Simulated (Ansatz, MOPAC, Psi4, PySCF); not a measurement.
Molecule: HSiOCl2, net charge 0, doublet state. SMILES: [O][SiH](Cl)Cl
Geometry: optimised at B3LYP-D3(BJ)/def2-TZVP (Ansatz, a program for electronic structure).

Quantity: enthalpy of formation at 298 K, in kcal/mol. Set-up: no spin-orbit coupling; valence correlation only; no dispersion term unless named; six Cartesian d functions in 6-31G* and its kin unless marked 5d; LANL2DZ with its own core potentials from Na on; open shells spin-unrestricted; 6-311+G** with 5d, 6d on Na to Ar in Ansatz; non-relativistic. Basis-set limits of correlation are two-point, X^-3; Hartree-Fock from the larger set (for Q and 5 zeta extrapolated as (X+1)exp(-9√X)). Ab initio and DFT rows: single points at B3LYP-D3(BJ) geometries (Ansatz), with unscaled harmonic terms from B3LYP/6-31G* (Ansatz) at its own minima, enthalpies of formation by atomisation with measured atoms. Semi-empirical rows: MOPAC heats of formation at their own minima for 298 K.

Coupled cluster (Ansatz) is a level with limits of its own, used here on species with T1 under 0.025 (0.045 for open shells) and stable references: CCSD(T)/CBS(cc-pV(Q+d)Z,cc-pV(5+d)Z).

Value to compare with, CCSD(T)/CBS(cc-pV(Q+d)Z,cc-pV(5+d)Z) (Ansatz): -90.6 kcal/mol.

```csv
level,program,enthalpy of formation at 298 K (kcal/mol),difference
MNDO,MOPAC,-90.3,0.3
SVWN5/6-31G*,Ansatz,-135.1,-44.5
PBE/LANL2DZ,Ansatz,-18.0,72.6
PBE/6-31G*,Ansatz,-82.1,8.5
B3LYP/STO-3G,Ansatz,-118.3,-27.7
B3LYP/6-31G*,Ansatz,-66.3,24.3
B3LYP/6-31+G*,Ansatz,-62.7,27.9
wB97X-D/6-311+G**,Psi4,-70.2,20.4
MP2/6-311+G**,Ansatz,-54.6,36.0
B3PW91/6-31G* (5d),PySCF,-69.3,21.3
B3LYP-D3(BJ)/def2-TZVPD,Ansatz + dftd3,-83.8,6.8
wB97M-V/def2-TZVPD,Ansatz,-90.9,-0.3
```

Among the 10 habitual levels, PBE/LANL2DZ lies farthest from CCSD(T)/CBS(cc-pV(Q+d)Z,cc-pV(5+d)Z) (Ansatz) (72.6 kcal/mol) and MNDO nearest (0.3); 8 of 10 lie above it, and their mean absolute difference is 28.4 kcal/mol, the median 26.0. One case shows no general order.

The levels are drawn from those run, B3LYP/6-31G* more often than the rest, none by its result; left out are runs that failed, that the program found above a lower state of the same kind, or whose <S^2> lies over 0.5 above the pure value.
